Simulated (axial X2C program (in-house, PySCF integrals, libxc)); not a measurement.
# Worked dissociation energy of HfTe: PBE0, without spin–orbit coupling

Calculated with an axial X2C code built on PySCF integrals. Spin-free means the one-electron spin-free X2C Hamiltonian. Basis: Hf dyall-cv3z [13s14p9d7f4g], Te dyall-cv3z [11s12p8d4f1g] (cores contracted in-house); Gaussian nuclei, density fitting, unrestricted open shells. Masses: Hf 179.947 u, Te 129.906 u.

Molecular state: M_S = 0, Λ = 0 (closed shell).

| Quantity | Value |
| --- | --- |
| E(Hf) (2M_S = 2, M_L = 0) | -15078.521579 hartree |
| E(Te) (2M_S = 2, M_L = 0) | -6793.441327 hartree |
| E(HfTe) at Re | -21872.122972 hartree |
| ωe | 264.7 cm⁻¹ |
| ωexe | 0.322 cm⁻¹ |

Q: Work out De and D0.

A: De = -15078.521579 + (-6793.441327) − (-21872.122972) = 0.16007 hartree = 4.356 eV. The zero-point energy is ωe/2 − ωexe/4 = 132 cm⁻¹ = 0.016 eV, so D0 = 4.339 eV.

The state is one determinant whose occupation by symmetry is held fixed; it was picked as the lowest of a PBE0 search that is not exhaustive. The closed shell is kept restricted, so the energy runs too high when the bond is stretched far. Dissociation energies refer to the lowest single-determinant-based atoms at the same level and basis. PBE0 can misorder states that lie within some tenths of an eV, so this need not be the ground state of the molecule. The nearest other spin-free determinant of the search, M_S = 1, Λ = 2, lies 0.40 eV up at the distance of the search. Spin-free De lacks the spin–orbit lowering of the heavy p-block atom, a tenth of an eV or more for 4p and 5p, up to an eV for 6p and one to two eV for 7p atoms, less what an open-shell molecule gains itself.

Each atomic determinant is the lowest at this level and need not be a pure term. Totals compare only within one Hamiltonian and basis.
